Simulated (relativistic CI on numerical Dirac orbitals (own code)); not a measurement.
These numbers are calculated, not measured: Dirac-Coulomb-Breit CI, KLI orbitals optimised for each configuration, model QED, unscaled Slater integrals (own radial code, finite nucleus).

Configuration list (outside the closed core [Ar] 3d10): 4s2.4p6.4d9, 4s2.4p5.4d10, 4s2.4p6.4d8.4f, 4s.4p6.4d10, 4s2.4p5.4d9.4f, 4s.4p6.4d9.4f, 4s2.4p6.4d8.5s, 4s2.4p6.4d8.5p, 4s2.4p6.4d7.4f.5s, 4s2.4p6.4d8.5d, 4s2.4p5.4d9.5s, 4s2.4p6.4d7.5s.5p, 4s2.4p6.4d8.5f, 4s2.4p5.4d9.5p, 4s2.4p6.4d8.6s, 4s2.4p6.4d8.5g, 4s2.4p6.4d8.6p, 4s.4p6.4d8.4f.5s, 4p6.4d10.4f, 4s2.4p5.4d9.5d, 4s.4p6.4d9.5s, 4s2.4p6.4d8.6d, 4p6.4d9.4f2, 4p5.4d10.4f2, 4p6.4d8.4f3, 4p5.4d9.4f3, 4p6.4d8.4f2.5s, 4s2.4p6.4d7.5s2, 4s2.4p6.4d6.4f.5s2, 4s2.4p5.4d7.4f.5s2, 4s.4p6.4d7.4f.5s2. Double excitations out of closed p, d and f shells are left out; levels of such configurations are missing from the list, as are those of other unlisted configurations, and high levels can miss mixing partners. These lack a partner that the ground configuration has and come out too high: 4s2.4p6.4d8.5p, 4s2.4p6.4d8.5d, 4s2.4p5.4d9.5s, 4s2.4p6.4d8.5f, 4s2.4p5.4d9.5p.

At this charge energies of transitions that change n are usually good to better than 1 %, and those within a shell (Δn = 0) to a few per cent.

Outline of the computed level scheme of Yb XXVI. Lowest level of each configuration: 4s2.4p6.4d9 2D_5/2 at 0.000 eV; 4s2.4p5.4d10 2P°_3/2 at 159.063 eV; 4s2.4p6.4d8.4f 4F°_5/2 at 171.174 eV.

Some strong electric-dipole decays among the lowest 45 levels: 4s2.4p5.4d10 2P°_3/2 → 4s2.4p6.4d9 2D_5/2 (3.1e+10 s⁻¹); 4s2.4p6.4d8.4f 4F°_5/2 → 4s2.4p6.4d9 2D_5/2 (2.4e+10 s⁻¹); 4s2.4p6.4d8.4f 4G°_7/2 → 4s2.4p6.4d9 2D_5/2 (2.0e+10 s⁻¹); 4s2.4p6.4d8.4f 4D°_1/2 → 4s2.4p6.4d9 2D_3/2 (9.6e+09 s⁻¹); 4s2.4p6.4d8.4f 2P°_3/2 → 4s2.4p6.4d9 2D_5/2 (9.4e+09 s⁻¹); 4s2.4p6.4d8.4f 2D°_3/2 → 4s2.4p6.4d9 2D_5/2 (6.6e+09 s⁻¹); 4s2.4p6.4d8.4f 2D°_3/2 → 4s2.4p6.4d9 2D_5/2 (4.4e+09 s⁻¹); 4s2.4p5.4d10 2P°_3/2 → 4s2.4p6.4d9 2D_3/2 (4.0e+09 s⁻¹).

LS names give the leading component of a level, which can be under half, so a name can repeat, a term be missing and a line seem to break the LS rules.
